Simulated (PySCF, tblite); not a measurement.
Isomers of C11H8, one GFN2-xTB conformer each. Single-point energies are computed at PBE0/pcSseg-1 (PySCF, gas phase, no added dispersion term), electronic only.

| SMILES | GFN2-xTB relative energy (kcal/mol) |
| --- | --- |
| C#Cc1ccc2c(c1)[C@@H]2C=C | 10.8 |
| C=C1C=CC(C#CC#CC)=C1 | 0.0 |

Conformers: `[CH:1]#[C:2][c:3]1[cH:4][cH:5][c:6]2[c:7]([cH:8]1)[C@@H:9]2[CH:10]=[CH2:11]` with C7–C9–C10–C11 148°.

What does PBE0/pcSseg-1 give for the same structures?

```csv
SMILES,PBE0/pcSseg-1 E (Eh),PBE0/pcSseg-1 (kcal/mol),GFN2-xTB (kcal/mol),point group
C=C1C=CC(C#CC#CC)=C1,-423.25322,0.0,0.0,–
C#Cc1ccc2c(c1)[C@@H]2C=C,-423.23266,12.9,10.8,C1
```

Both levels put the same isomer lowest. As drawn, the higher has an aromatic ring and a three-membered ring, which the lower lacks.

Which frontier levels, dipoles and rotational constants go with these structures?

| SMILES | HOMO (eV, PBE0/pcSseg-1) | LUMO (eV) | dipole (D) | A, B, C (MHz) |
| --- | --- | --- | --- | --- |
| C=C1C=CC(C#CC#CC)=C1 | -6.12 | -2.36 | 0.37 | 6136, 346.0, 328.2 |
| C#Cc1ccc2c(c1)[C@@H]2C=C | -6.74 | -1.10 | 0.64 | 3591, 580.9, 519.9 |

What happens when harmonic zero-point energies from GFN2-xTB frequencies are added?

```csv
SMILES,ZPE (kcal/mol),electronic (kcal/mol),with ZPE (kcal/mol)
C=C1C=CC(C#CC#CC)=C1,88.4,0.0,0.0
C#Cc1ccc2c(c1)[C@@H]2C=C,89.4,12.9,13.9
```

The zero-point energies span 1.0 kcal/mol. The order is unchanged.
